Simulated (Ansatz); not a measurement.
One change: `C[Si](N)(Cl)Cl` becomes `CO[Si](C)(N)Cl`.

Ansatz, PBE0-D4/def2-TZVP geometries, multiplicity 1. Each molecule was computed in one conformer, which needn't be the lowest.

| property | `C[Si](N)(Cl)Cl` |
| --- | --- |
| LUMO energy (PBE0/def2-TZVPP) / eV | 0.67 |
| HOMO energy (ωB97M-V/def2-TZVPP) / eV | -10.38 |
| LUMO energy (ωB97M-V/def2-TZVPP) / eV | 2.08 |
| HOMO–LUMO gap (PBE/def2-TZVPP) / eV | 6.38 |
| HOMO energy (B3LYP/def2-TZVPP) / eV | -7.76 |
| LUMO energy (PBE/def2-TZVPP) / eV | -0.17 |

Problem. What does the change do to each property? (Estimate.)

Solution. The calculation gave: 
```csv
property,`CO[Si](C)(N)Cl`,shift
LUMO energy (PBE0/def2-TZVPP) / eV,0.83,0.16
HOMO energy (ωB97M-V/def2-TZVPP) / eV,-10.07,0.31
LUMO energy (ωB97M-V/def2-TZVPP) / eV,2.20,0.12
HOMO–LUMO gap (PBE/def2-TZVPP) / eV,6.21,-0.17
HOMO energy (B3LYP/def2-TZVPP) / eV,-7.42,0.34
LUMO energy (PBE/def2-TZVPP) / eV,0.01,0.18
```

With PBE0 the HOMO rises by 0.36 eV and the LUMO rises by 0.16 eV, so the gap narrows by about 0.20 eV. PBE moves the HOMO by 0.35 eV and ωB97M-V by 0.31 eV.

B3LYP here is the variant with VWN-RPA as its local correlation; programs differ in this.
